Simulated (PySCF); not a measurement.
## Working out the ionisation energy of Cd

Cd [Kr] 4d10 5s2 (1S) → Cd⁺ [Kr] 4d10 5s1 (2S). Calculation: PySCF 2.14, in x2c-TZVPPall with one added diffuse shell each of s, p, d, f type (9s7p7d3f1g, 95 functions); the spin-free X2C one-electron Hamiltonian (Gaussian nucleus). Frozen: [Ar] 3d10. Energies in hartree (1 hartree = 27.21139 eV):

```json
{"part": "UHF", "Cd (lower)": "-5591.313557", "Cd⁺ (upper)": "-5591.044129"}
{"part": "CCSD correlation", "Cd (lower)": "-0.688257", "Cd⁺ (upper)": "-0.636523"}
{"part": "(T)", "Cd (lower)": "-0.021032", "Cd⁺ (upper)": "-0.015772"}
```

What does Hartree-Fock give?

(-5591.044129) − (-5591.313557) = 0.269428 hartree = 7.332 eV.

What do CCSD and CCSD(T) give?

The CCSD correlation energies differ by 0.051734 hartree = 1.408 eV and the triples by 0.005260 hartree = 0.143 eV, so CCSD gives 8.740 eV and CCSD(T) 8.883 eV.

Measured between the centres of the two terms (NIST): 8.994 eV, so CCSD(T) (valence and next inner shell) is off by -0.111 eV.

What remains against the reference includes basis incompleteness, the frozen core and higher excitations.
